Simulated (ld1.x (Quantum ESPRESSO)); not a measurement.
# Al, TM: configuration errors across variants

```json
{
  "Element": "aluminium (Al)",
  "Generator": "ld1.x (Quantum ESPRESSO) 7.5",
  "Type": "norm-conserving Troullier–Martins (Kleinman–Bylander form)",
  "Functional": "PBE",
  "Relativity": "scalar-relativistic",
  "Frozen core": "[He]",
  "Valence charge": "11",
  "Reference configuration": "2s2 2p6 3s2 3p1",
  "Partial waves": "2s (bound): rc 0.65 bohr; 3d channel at 0.3 Ry: rc 0.65 bohr; 2p (bound): rc 0.80 bohr",
  "Local potential": "the p channel",
  "Core correction": "none"
}
```

Occupied shells without a wave of their own: 3p, 3s. They enter only through the test configuration that unscreens the potential.

All-electron excitation energies from the reference (eV): (1) 2s2 2p6 3s2 3p0 5.761; (2) 2s2 2p6 3s1 3p0 24.987; (3) 2s2 2p6 3s0 3p0 53.430; (4) 2s2 2p6 3s2 3p1.3 -0.575; (5) 2s2 2p6 3s0 3p3 10.451; (6) 2s2 2p6 3s1 3p2 5.139; (7) 2s2 2p6 3s2 3p0.5 2.086.

For the base: The 3p, 3s levels have no wave, so the channel is fitted at the deeper level alone: the likely source of the large errors.

On the changes marked as counting shells twice: ld1.x takes every shell without a wave as core, so the model core holds the marked electrons as well and exchange and correlation see them twice. This cancels in the reference configuration, but the file is broken for other ones, and its errors say nothing about a proper core correction.

3 further variants failed, have other tests or another functional or relativity, and are left out.

Errors AE − PS in meV (a dash: test not solved or not reliable):

| change | (1) | (2) | (3) | (4) | (5) | (6) | (7) | bound ghosts |
| --- | --- | --- | --- | --- | --- | --- | --- | --- |
| base | +78 | +223 | +426 | -12 | +21 | +13 | +32 | none |
| core correction a·sin(br)/r model core inside 0.44 bohr (3p, 3s counted twice) | -83 | -469 | -1458 | -23 | -45 | -3.9 | -4.1 | none |
| all radii scaled by about 0.80 (s 0.52, p 0.64, d 0.52 bohr) | +24 | +46 | +74 | -3.8 | -26 | -11 | +9.7 | none |
| wave 2s (bound): rc 0.65 bohr becomes 2s (bound): rc 0.84 bohr | +79 | +158 | +258 | -12 | -75 | -32 | +32 | none |
| wave 3d channel at 0.3 Ry: rc 0.65 bohr becomes 3d channel at 2.04 Ry: rc 0.65 bohr | +78 | +223 | +426 | -12 | +21 | +13 | +32 | none |
| wave 3d channel at 0.3 Ry: rc 0.65 bohr becomes 3d channel at 0.3 Ry: rc 0.86 bohr | +78 | +223 | +426 | -12 | +21 | +13 | +32 | none |
| core correction a·sin(br)/r model core inside 0.38 bohr (3p, 3s counted twice) | -83 | -469 | -1458 | -23 | -45 | -3.9 | -4.1 | none |
| core correction a·sin(br)/r model core inside 0.78 bohr (3p, 3s counted twice) | -83 | -469 | -1458 | -23 | -45 | -3.9 | -4.1 | none |

Q: Give the same row for: wave 2p (bound): rc 0.80 bohr becomes 2p (bound): rc 0.64 bohr.

A: +24, +26, +22, -3.8, -56, -25, +9.6; bound ghosts: none.
